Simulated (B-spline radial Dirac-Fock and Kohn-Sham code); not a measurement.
**K-line shifts caused by a second vacancy in Cd²³⁺**

System: the Cd²³⁺ ion in the configuration 1s2 2s2 2p6 3s2 3p6 3d7.

Model: Dirac-Fock (average of configuration) total-energy differences with a finite nucleus, the Breit interaction including its frequency dependence, and self-energy and vacuum-polarisation corrections. Program: a radial finite-basis atomic code. Each two-hole energy is an average over J within one jj subconfiguration, not an observable level; in light atoms, where LS coupling holds, the j-resolved values are not observed lines, and for a K spectator the Kα1 hypersatellite is nearly forbidden. Electron correlation is not included.

Lines without a spectator: Kα2 (K-L2) 22998.6 eV, Kα1 (K-L3) 23189.7 eV, Kβ3 (K-M2) 26167.2 eV, Kβ1 (K-M3) 26205.6 eV. Shifts in eV with one spectator hole (a dash: not computed, or left out as unreliable):

| spectator hole | Kα2 | Kα1 | Kβ3 | Kβ1 |
| --- | --- | --- | --- | --- |
| K (1s) | +550.0 | +566.3 | +706.4 | +710.1 |
| L2 (2p1/2) | +62.1 | +77.8 | – | +168.8 |
| L3 (2p3/2) | +61.6 | +61.7 | +151.3 | – |
| M2 (3p1/2) | – | +11.14 | +27.52 | +32.1 |
| M3 (3p3/2) | +8.72 | – | +28.38 | +27.91 |

With n spectator holes in 2p, averaged over the 2p shell (energies in eV):

```
n     KαLⁿ   step  hypersatellite KαʰLⁿ
0  23126.0      –               23686.8
1  23192.0  +66.0               23754.4
2  23259.4  +67.4               23823.3
3  23328.2  +68.8               23893.6
4  23398.4  +70.2               23965.4
5  23470.0  +71.6               24038.5
```
